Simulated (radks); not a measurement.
Values are calculated unless marked as measured or tabulated.
Question: All-electron atom: Sr2+ in [Kr]. Code: a radial shooting solver on a logarithmic mesh with Libxc functionals. Model: scalar-relativistic Kohn-Sham, LDA (Slater exchange, Perdew-Wang correlation), spin-unpolarised, spherical densities, finite nucleus; Fermi nuclear charge, rms radius 4.224 fm. Some entries of the table are withheld. Estimate them.

| orbital | occ. | eigenvalue (hartree) | r(max) (bohr) | <r^2> (bohr^2) |
|---|---|---|---|---|
| 1s | 2 | -585.2983 | 0.02557 | (1) |
| 2s | 2 | -79.72087 | 0.1453 | (2) |
| 2p | 6 | -70.95702 | 0.1161 | 0.02769 |
| 3s | 2 | -12.74715 | (3) | 0.2792 |
| 3p | 6 | -9.91920 | 0.4309 | 0.2910 |
| 3d | 10 | -5.23303 | (4) | 0.3031 |
| 4s | 2 | -2.01604 | 1.186 | 2.071 |
| 4p | 6 | -1.34709 | 1.320 | 2.750 |

Answer: 
(1) 1s <r^2> (bohr^2): 0.002072
(2) 2s <r^2> (bohr^2): 0.03516
(3) 3s r(max) (bohr): 0.4364
(4) 3d r(max) (bohr): 0.3756
